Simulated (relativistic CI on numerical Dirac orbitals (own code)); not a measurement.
La38+: q coefficients and field-shift factors

Calculated at this level of theory: Dirac-Coulomb-Breit CI, KLI orbitals optimised for each configuration, derivatives by finite differences, unscaled Slater integrals, QED left out (own radial code, finite nucleus).

Configurations in the expansion (outside the closed core [Ne]): 3s2 3p6 3d, 3s2 3p5 3d2, 3s 3p6 3d2, 3s2 3p6 4s, 3s2 3p6 4p, 3p6 3d3, 3p5 3d4. Double excitations out of closed p, d and f shells are left out; levels of such configurations are missing from the list, as are those of other unlisted configurations, and high levels can miss mixing partners.

With x = (α/α₀)² − 1 an excitation energy changes as ω = ω₀ + qx; K = 2q/ω₀ is the relative enhancement. Terms are leading LS components, so labels can repeat. The field-shift factor is F = δν/δ⟨r²⟩ for the transition from the lowest level.

Lowest level 3s2 3p6 3d 2D_3/2.

```tsv
Level	ω₀ (cm⁻¹)	q (cm⁻¹)	K	F (GHz/fm²)
3s2 3p6 3d 2D_5/2	177397	178100	2.01	1.86
3s2 3p5 3d2 4D°_1/2	1424960	76870	0.108	5.26
3s2 3p5 3d2 4D°_3/2	1432812	62150	0.0867	5.29
3s2 3p5 3d2 4F°_5/2	1473419	62750	0.0852	5.43
3s2 3p5 3d2 4G°_7/2	1498158	54070	0.0722	5.34
3s2 3p5 3d2 4D°_5/2	1585830	221500	0.279	6.92
3s2 3p5 3d2 4P°_3/2	1601716	93300	0.117	5.4
3s2 3p5 3d2 4G°_9/2	1616229	222000	0.275	7.12
3s2 3p5 3d2 4D°_7/2	1622542	236800	0.292	7.16
3s2 3p5 3d2 2D°_3/2	1648197	229300	0.278	6.8
3s2 3p5 3d2 4P°_5/2	1660838	231400	0.279	7.12
3s2 3p5 3d2 4G°_11/2	1669649	243800	0.292	7.52
3s2 3p5 3d2 2G°_7/2	1685314	227600	0.27	7.14
3s2 3p5 3d2 4P°_1/2	1719224	236700	0.275	6.8
3s2 3p5 3d2 2F°_7/2	1744165	232900	0.267	7.42
3s2 3p5 3d2 4D°_5/2	1756822	239500	0.273	7.4
3s2 3p5 3d2 2G°_9/2	1764495	263400	0.299	7.7
3s2 3p5 3d2 2D°_3/2	1773239	240000	0.271	7.08
3s2 3p5 3d2 2H°_11/2	1815073	365900	0.403	8.87
3s2 3p5 3d2 2D°_5/2	1840814	393000	0.427	8.71
3s2 3p5 3d2 2D°_3/2	1862886	281000	0.302	3.3
3s2 3p5 3d2 2F°_7/2	1881105	396100	0.421	8.69
3s2 3p5 3d2 2G°_9/2	1882137	357400	0.38	8.79
```

At this charge energies of transitions that change n are usually good to better than 1 %, and those within a shell (Δn = 0) to a few per cent.
